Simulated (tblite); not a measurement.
Compound: C₄H₄F₃OP.
InChI=1S/C4H4F3OP/c1-3-9(2,8)4(5,6)7/h1H,2H3/t9-/m0/s1

All values are computed: GFN2-xTB (tblite) harmonic vibrations without scaling, gas phase. This tight-binding method is rough: wavenumbers can miss measured ones by several per cent, in bad cases by 10 to 20.

Harmonic wavenumbers (cm⁻¹): 35.5, 76.5, 118.9, 122.9, 148.8, 171.2, 236.4, 270.7, 297.4, 317.9, 397.8, 445.8, 471.4, 476.4, 643.0, 673.7, 676.6, 687.2, 776.8, 843.1, 861.0, 1060.0, 1078.6, 1118.7, 1292.5, 1317.2, 1402.4, 1415.7, 2209.5, 2995.3, 3008.9, 3033.9, 3360.3.

A = 1754, B = 1257, C = 1069 MHz; mass 155.995 u (most abundant isotopes); point group C1, symmetry number 1.

Zero-point energy?

Half the sum of the wavenumbers: 16021 cm⁻¹ = 191.65 kJ/mol.

What is S at 350 K and 1 bar for an ideal gas of classical rigid rotors and harmonic oscillators?

Translation 175.17, rotation 124.60, vibration 157.23: S = 457.0 J/(mol K).

And Cp and H(350 K) − H(0)?

Cp = 175.73 J/(mol K), of which vibrations give 142.47 (their classical limit is 33 R = 274.4); H(350 K) − H(0) = 39.61 kJ/mol without the zero-point energy, 27.96 from vibrations.

What must be added to the electronic energy to get the Gibbs energy at 350 K and 1 bar?

ZPE + [H(350 K) − H(0)] − T·S = 191.65 + 39.61 − 159.95 = 71.31 kJ/mol.

How do the functions run with temperature in this model?

| T (K) | S (J/(mol K)) | Cp (J/(mol K)) | H − H(0) (kJ/mol) | G − H(0) (kJ/mol) | ln q(vib) |
| --- | --- | --- | --- | --- | --- |
| 50 | 250.3 | 57.6 | 2.15 | -10.36 | 0.65 |
| 100 | 299.1 | 85.4 | 5.76 | -24.15 | 2.01 |
| 298.15 | 430.0 | 161.5 | 30.85 | -97.34 | 7.85 |
| 373.15 | 468.4 | 181.5 | 43.74 | -131.06 | 9.93 |
| 500 | 525.3 | 207.0 | 68.47 | -194.18 | 13.23 |
| 750 | 615.8 | 238.4 | 124.52 | -337.31 | 18.99 |
| 1000 | 687.2 | 257.5 | 186.68 | -500.50 | 23.94 |

q(vib) and H(0) count from the zero-point level.

Blend soft modes into free rotors: weight 1/[1 + (100 cm⁻¹/ν̃)⁴] for the oscillator and the rest for a rotor with moment μB/(μ + B), μ = h/(8π²ν), B = 10⁻⁴⁴ kg m². What vibrational entropy results?

144.94 J/(mol K) in place of 157.23, which changes −T·S at 350 K by +4.30 kJ/mol.

Which modes carry the vibrational entropy at 350 K?

35.5 cm⁻¹: 24.32; 76.5 cm⁻¹: 17.97; 118.9 cm⁻¹: 14.35; 122.9 cm⁻¹: 14.08; 148.8 cm⁻¹: 12.53; 171.2 cm⁻¹: 11.40 J/(mol K); the other 27 give 62.58 together.

Hindered rotation and anharmonicity are outside this model. The structure is chiral; the term R ln 2 for an equal mix with its mirror image is left out.

Conformer computed: `[CH:1]#[C:2][P@:3]([CH3:4])(=[O:5])[C:6]([F:7])([F:8])[F:9]`: C2–P3–C6–F7 66°.
